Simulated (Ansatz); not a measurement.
`[OH][GeH]([F])[SiH3]` + H₂O → `[OH][GeH]([OH])[F]` + SiH₄ at 298.15 K and 1 bar (formal hydrolysis of a Ge–Si bond).

Program: Ansatz. Geometries: PBE0-D4/def2-TZVP. ΔE: electronic, gas phase. CCSD(T)/CBS adds triple-zeta CCSD(T) − MP2 to the extrapolated MP2 energy (def2 sets, frozen cores). This one scheme is used for every species. For Ge outer-core shells are correlated without core-valence functions, which leaves a few kJ/mol of doubt a bond. Scalar relativity is left out up to krypton. Each species was taken in one conformer, which may not be the lowest.

| species | CCSD(T)/CBS energy (Eh) | H − E (kJ/mol) | S (J/(mol·K)) |
| --- | --- | --- | --- |
| `[OH][GeH]([F])[SiH3]` | -2543.22347 | 150.2 | 356.9 |
| H₂O | -76.37941 | 66.4 | 188.7 |
| `[OH][GeH]([OH])[F]` | -2328.15335 | 117.9 | 324.0 |
| SiH₄ | -291.46306 | 92.1 | 204.8 |

H − E and S are ideal-gas, rigid-rotor, harmonic terms from PBE0-D4/def2-TZVP, for one conformer and one mirror image of each species. 1 Eh = 2625.50 kJ/mol, R = 8.31446 J/(mol·K).

Question: By hand: ΔE, ΔH, ΔS and ΔG.

Answer: ΔE = (-2328.15335) + (-291.46306) − (-2543.22347) − (-76.37941) = -0.01353 Eh = -35.5 kJ/mol. Δ(H − E) = 117.9 + 92.1 − 150.2 − 66.4 = -6.6, so ΔH = -42.1 kJ/mol. ΔS = 324.0 + 204.8 − 356.9 − 188.7 = -16.8 J/(mol·K). ΔG = -42.1 − 298.15 × (-16.8)/1000 = -37.1 kJ/mol.

Question: By hand: the equilibrium constant, and the temperature at which ΔG would vanish if ΔH and ΔS stayed fixed.

Answer: log₁₀ K = −ΔG/(RT ln 10) = 6.5. ΔG = 0 at ΔH/ΔS = 2506 K, far beyond where these terms or the molecules hold.

ΔH outweighs TΔS. A doubt of 5 kJ/mol in ΔE shifts log₁₀ K by 0.9 here. Other conformers and mirror images would add mixing entropy, several J/(mol·K) or more a flexible species. These are equilibria of isolated gas molecules and say nothing of rates. Largest T1 diagnostic: 0.013 (customary marks: 0.02 for closed shells, 0.045 for open ones).
